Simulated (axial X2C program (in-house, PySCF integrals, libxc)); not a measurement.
**ScF: cheaper levels and CCSD(T), 2c**

Computed with an in-house all-electron X2C program for linear molecules (integrals from PySCF). Two-component (2c) means X2C with spin–orbit coupling and atomic mean-field two-electron Coulomb and Gaunt terms. Basis: Sc dyall-cv3z [10s11p7d5f2g], F dyall-av3z [7s6p3d2f] (cores contracted in-house); Gaussian nuclei, density fitting, unrestricted open shells. Masses: Sc 44.956 u, F 18.998 u.

State: Ω = 1 (⟨Sz⟩ = -1.00, ⟨Lz⟩ = 2.00 at HF); fragments Sc + F.

| level | Re (Å) | ωe (cm⁻¹) | De (eV) |
| --- | --- | --- | --- |
| PBE0 | 1.839 | 661.0 | 6.08 |
| HF | 1.891 | 631.9 | 4.55 |
| MP2 | 1.897 | 609.4 | 6.23 |
| CCSD | 1.891 | 621.9 | 5.60 |

Correlated methods: 10 electrons correlated (number of frozen shells: Sc 3 s, 2 p; F 1 s), 300 virtual spin orbitals or spinors in MP2, 90 natural virtuals in coupled cluster.

CCSD(T), same Hamiltonian and basis:

Re = 1.891 Å, ωe = 619.0 cm⁻¹, De = 5.72 eV; T1 = 0.017 (Lee–Taylor normalisation).

Q: Give the differences from CCSD(T) in the columns below.

A: 

```json
{"level": "PBE0", "ΔRe (Å)": "-0.052", "Δωe (cm⁻¹)": "42", "ΔDe (eV)": "0.36"}
{"level": "HF", "ΔRe (Å)": "0.000", "Δωe (cm⁻¹)": "13", "ΔDe (eV)": "-1.17"}
{"level": "MP2", "ΔRe (Å)": "0.006", "Δωe (cm⁻¹)": "-10", "ΔDe (eV)": "0.51"}
{"level": "CCSD", "ΔRe (Å)": "0.000", "Δωe (cm⁻¹)": "3", "ΔDe (eV)": "-0.12"}
```

The state is one determinant whose occupation by symmetry is held fixed; it was picked as the lowest of a PBE0 search that is not exhaustive. De is counted from the lowest determinant-based energies of the atoms at the same level, without counterpoise correction. Density functionals use the spin component along the axis (collinear). CCSD and (T) use frozen natural virtuals with an MP2 correction for the truncation; (T) itself is uncorrected, so its De runs slightly low. In 2c an atomic determinant is not the ground J level, so De misses part of the atomic spin–orbit lowering. This holds for PBE0. PBE0 can misorder states that lie within some tenths of an eV, so this need not be the ground state of the molecule. The nearest other 2c determinant of the search, Ω = 3, lies 0.02 eV up at the distance of the search. The functionals have no current-density term, which raises determinants with orbital currents, atoms included. With several unpaired electrons one determinant need not be a pure state. The outer-core s and p shells of the metal are frozen in the correlated rows, which leaves out core–valence correlation; for alkali and alkaline-earth bonds that tends to lengthen them.
